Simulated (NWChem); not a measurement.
Species: SiNH2Cl, singlet; SMILES N[Si]Cl

```xyz
5

Si     0.7198     0.6010     0.0000
Cl    -0.1500    -1.3309     0.0000
N     -0.7329     1.5088     0.0000
H     -1.6745     1.1241     0.0000
H     -0.7227     2.5246     0.0000
```
Atoms are numbered in this order, from 1.

Program: NWChem. Medium grid unless said otherwise, to which SCAN and Minnesota functionals are sensitive. Low-valent species are run as closed-shell singlets; no triplet was tried in these runs. Geometry: optimised at PBE0/def2-SVP. Total energies of different functionals are on different scales.

```csv
level,energy (Ha),highest occupied level (eV),orbital gap (eV),dipole (D)
B3LYP/def2-SVP,-805.4538,-6.78,5.27,2.79
PBE/def2-SVP,-805.0175,-5.87,3.72,2.84
LRC-wPBEh/def2-SVP,-805.0997,-8.86,9.14,2.92
MN15/def2-SVP,-805.0851,-7.49,6.65,2.88
MPW1K/def2-SVP,-805.4323,-7.89,7.02,2.91
Hartree-Fock/def2-SVP,-803.8205,-9.55,11.37,2.87
CAM-B3LYP/def2-SVP,-805.4113,-8.26,8.05,2.83
M06/def2-SVP,-805.3637,-7.00,5.69,2.73
M05-2X/def2-SVP,-805.4045,-8.10,7.69,2.89
"LC-wPBE (HJS exchange hole, range parameter 0.4 per bohr)/def2-SVP",-805.1134,-9.65,10.40,2.97
```
